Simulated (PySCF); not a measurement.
Species: C6H7FO2.
Atom-mapped SMILES: `[CH3:1][CH2:2][C:3]1=[CH:4][O:5][C:6]([F:7])=[CH:8][O:9]1` (hydrogens: H10, H11, H12 on C1; H13, H14 on C2; H15 on C4; H16 on C8)

Computed with PySCF at B3LYP/def2-SVPD, non-relativistic, on one gas-phase PBE0-D3(BJ)/def2-SVP geometry that isn't relaxed in the solvent. The solvent is an IEF-PCM continuum (van der Waals radii × 1.2). Specific hydrogen bonds and non-electrostatic terms are outside this model.

Gas phase at B3LYP/def2-SVPD: HOMO -5.46 eV, LUMO -0.45 eV, dipole 2.08 D.

Problem. What does the continuum do to the energy, the frontier levels and the dipole at B3LYP/def2-SVPD in chloroform?

Solution. 
```csv
solvent,ε,E(solvent) − E(gas) (kcal/mol),polarisation term (kcal/mol),distortion of the solute (kcal/mol),HOMO (eV),LUMO (eV),dipole (D)
chloroform,4.711,-2.45,-2.69,0.24,-5.44,-0.39,2.45
```

The polarisation term is half the interaction of the solute with the surface charges that it induces; the rest is the cost of distorting the solute's density. The sum is the electrostatic part of solvation alone.

Problem. Which radius a makes the point-dipole formula ΔE = −[(ε − 1)/(2ε + 1)]·μ²/a³ give the value in chloroform, with the gas-phase dipole?

Solution. μ = 0.817 au and |ΔE| = 0.00390 Eh give a = 2.08 Å; the farthest nucleus lies 3.91 Å from the centroid of the nuclei, so such a sphere wouldn't even hold the nuclei. The formula assumes a rigid point dipole at the centre of a sphere.

Problem. How does the static polarisability (B3LYP/def2-SVPD, frozen core, with the continuum's full static response) change?

Solution. 
```tsv
medium	isotropic (au)	principal values (au)	⟨r²⟩ of the electrons (bohr²)
gas	76.9	58.0, 77.3, 95.4	1303.9
chloroform	93.8	71.5, 95.5, 114.4	1303.5
```

The isotropic value in chloroform is 1.22 times the gas-phase one; no cavity-field correction is applied. ⟨r²⟩ is taken about the centre of nuclear charge.

Time: 31 s wall; peak memory 1.1 GiB. Hardware: one thread, Intel Xeon 6975P-C (x86_64) (shared host). This is the whole response run at B3LYP/def2-SVPD in chloroform, SCF included.

Conformer computed: `[CH3:1][CH2:2][C:3]1=[CH:4][O:5][C:6]([F:7])=[CH:8][O:9]1`: C1–C2–C3–C4 -119°.
